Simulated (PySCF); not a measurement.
Al(Me)(H) (CH₄Al), SMILES [CH3][AlH+], charge +1. Coordinates come from a PBE-D3(BJ)/def2-TZVP optimisation. The multiplicity is an assumed one; other spin states were not compared. The isomer is the one that the SMILES or the coordinates give; other isomers of the formula were not compared.

All values below come from PBE-D3(BJ)/def2-TZVP (PySCF).

Harmonic wavenumbers (cm⁻¹): 348, 348, 660, 697, 697, 1177, 1362, 1362, 1978, 2963, 3054, 3054. Rotational constants (GHz): 155.8, 11.19, 11.19; symmetry number 1.

Q: Work out the zero-point energy and the ideal-gas rigid-rotor harmonic-oscillator thermochemistry at 298.15 K and 1 atm.

A: ZPE = ½ Σ hcν = ½ × 17699 cm⁻¹ = 105.87 kJ/mol. H − E(el) = 118.73 kJ/mol. Entropy in J/(mol K): translation 155.66, rotation 85.09, vibration 14.30, total 255.05. G − E(el) = 42.68 kJ/mol. Cp = 59.24 J/(mol K).
